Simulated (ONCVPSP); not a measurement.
## Pseudopotential generation for K (Z = 19): ONCV, LDA (Perdew-Wang 92), scalar-relativistic.

```
Element                 : potassium
Generator               : ONCVPSP 4.0.1
Type                    : optimised norm-conserving Vanderbilt (ONCV)
Functional              : LDA (Perdew-Wang 92)
Relativity              : scalar-relativistic
Frozen core             : [Ne]
Valence charge          : 9
Reference configuration : 3s2 3p6 4s0.75 (charge +0.25)
Partial waves           : 3s+4s: rc 2.20 bohr, ncon 4, nbas 9, qcut 6 1/bohr, 2 projectors; 3p: rc 1.35 bohr, ncon 4, nbas 7, qcut 5.4 1/bohr, 1 projector; d scattering state at 0.11 Ha: rc 1.70 bohr, ncon 4, nbas 7, qcut 5.5 1/bohr, 1 projector
Local potential         : polynomial inside 1.00 bohr (lpopt 5, dvloc0 0 Ha)
Core correction         : Teter function, parameters optimised by the program
```

(1) Estimate the cutoffs (Ha) at which the residual kinetic energy of the hardest occupied pseudo-wave falls to 1 and 0.1 mHa per electron.

(2) What does a ghost test show?

(3) Which valence shell sets the plane-wave cutoff?

(4) Tests: 3s2 3p6 4s1; 3s2 3p6 4s0; 3s2 3p6 4s0.5; 3s2 3p6 3d1 4s0. Which has the largest error in its energy relative to the reference configuration, and how large is it?

## Answers

(1) 12 Ha and 58 Ha. The cutoffs count occupied waves only; projector 1 of the d channel, the hardest unoccupied one, needs 51 Ha at the loose tolerance.

(2) No bound ghost flagged; GHOST(+) flagged for s at 122.9 eV.

(3) 3p: 12 Ha for 1 mHa per electron, against 9 Ha for 3s.

(4) 3s2 3p6 3d1 4s0, with -1.0 meV (all-electron minus pseudo) on +1.78 eV.
